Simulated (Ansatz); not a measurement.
System: C$_{6}$H$_{12}$Cl, charge 0, multiplicity 2. It need not be the lowest isomer of its formula. 
Geometry from a B3LYP-D3(BJ)/def2-TZVP (Ansatz, an electronic-structure program) optimisation:
```
C
H 1 1.0940
H 1 1.0965 2 106.52
C 1 1.5195 2 108.79 3 -114.73
H 4 1.0897 1 110.15 2 -173.91
C 4 1.5157 5 110.49 1 125.99
H 6 1.0890 4 111.22 5 56.72
H 6 1.0907 7 108.47 4 -121.98
H 6 1.0930 7 108.50 8 -117.57
C 1 1.5239 2 110.22 3 118.40
H 10 1.0921 1 109.44 2 63.51
H 10 1.0946 11 106.52 1 -118.29
C 10 1.5300 11 109.30 12 -117.88
H 13 1.0967 10 109.96 11 -179.56
H 13 1.1035 14 104.72 10 -116.16
C 13 1.4839 14 109.91 15 -117.97
H 16 1.0812 13 121.04 14 36.89
H 16 1.0821 17 117.89 13 -172.19
Cl 4 1.8306 5 103.77 1 -117.67
```
Charge 0, spin multiplicity 2.

Total electronic energies in hartree. Valence correlation only, unless marked. UHF or UKS for open shells. No spin-orbit coupling. No relativistic terms. CBS(X,Y): correlation extrapolated as X^-3; Hartree-Fock from the larger set. The bracket is a focal-point correction in the basis named.

| level | program | energy (Eh) |
|---|---|---|
| HF/STO-3G | Ansatz | -685.98270 |
| B3LYP-D4/def2-TZVPD | Ansatz + dftd4 | -696.15959 |
| B3LYP/def2-TZVPD | Ansatz | -696.13517 |
| PBE0/6-31G* | Ansatz | -695.55151 |
| PBE0/def2-TZVPD | Ansatz | -695.66656 |
| BHLYP-D3(BJ)/def2-TZVPD | Ansatz + dftd3 | -695.97903 |
| BHLYP-D4/def2-TZVPD | Ansatz + dftd4 | -695.97485 |
| r2SCAN0-D4/def2-TZVPD | Ansatz + dftd4 | -695.91892 |
| HSE06/def2-TZVPD | Ansatz | ? |
| CAM-B3LYP-D3(BJ)/def2-TZVPD | Ansatz + dftd3 | -695.99484 |
| CAM-B3LYP-D4/def2-TZVPD | Ansatz + dftd4 | -695.99524 |
| LC-wPBE/def2-TZVPD | Ansatz | -695.84213 |
| wB97M-V/def2-TZVPD | Ansatz | -695.94811 |
| wB97X-V/def2-TZVPD | Ansatz | -695.97806 |
| B2PLYP/def2-TZVPD | Ansatz | -695.74029 |
| MP2/6-31G* | Ansatz | -694.53218 |
| RI-MP2/cc-pV(T+d)Z | Ansatz | -694.96870 |
| RI-MP2/CBS(cc-pV(T+d)Z,cc-pV(Q+d)Z) | Ansatz | -695.1298 |
| SCS-MP2/cc-pV(D+d)Z | Ansatz | -694.64670 |
| CCSD/STO-3G | Ansatz | -686.38157 |
| CCSD/6-31G* | Ansatz | -694.61758 |
| CCSD(T)/cc-pV(D+d)Z | Ansatz | -694.77886 |
| RI-MP2/CBS(cc-pV(T+d)Z,cc-pV(Q+d)Z)+[CCSD(T)-MP2]/cc-pV(T+d)Z | Ansatz | -695.2634 |

Problem. Some entries are withheld; supply them.

Solution. 
- HSE06/def2-TZVPD, energy (Eh): -695.64370
